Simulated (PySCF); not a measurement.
Chain-length series, silicon-germanium chain methyl/methyl (end groups after the name). All species are isolated molecules in the gas phase. One relaxed conformer stands for each flexible species; it need not be the lowest. Strings in code marks are SMILES.

Calculation: M06-2X/def2-TZVP // B3LYP-D3(BJ)/def2-SVP run with PySCF. All candidates: neutral, multiplicity 1. Delta-SCF ions had no search for a lower state. Excitations are Tamm–Dancoff values on a coarser integration grid. The basis has no diffuse functions, so Rydberg states are missing or too high.

- T1 excitation (TDA): 4.85 eV
- vertical ionisation energy (Delta-SCF): 8.40 eV
- brightest of the four lowest singlets (TDA): 5.63 eV

Task: Identify which member has these values.
A) `C[SiH2][GeH2][CH3]` (C–Si–Ge–C torsion 179°)
B) `C[SiH2][GeH2][SiH2][GeH2][CH3]`
C) `C[SiH2][GeH2][SiH2][GeH2][SiH2][GeH2][CH3]`

Result: C, `C[SiH2][GeH2][SiH2][GeH2][SiH2][GeH2][CH3]`. The others give `C[SiH2][GeH2][SiH2][GeH2][CH3]`: 5.37 eV, 8.82 eV, 6.25 eV; `C[SiH2][GeH2][CH3]` (C–Si–Ge–C torsion 179°): 6.03 eV, 9.62 eV, 7.95 eV
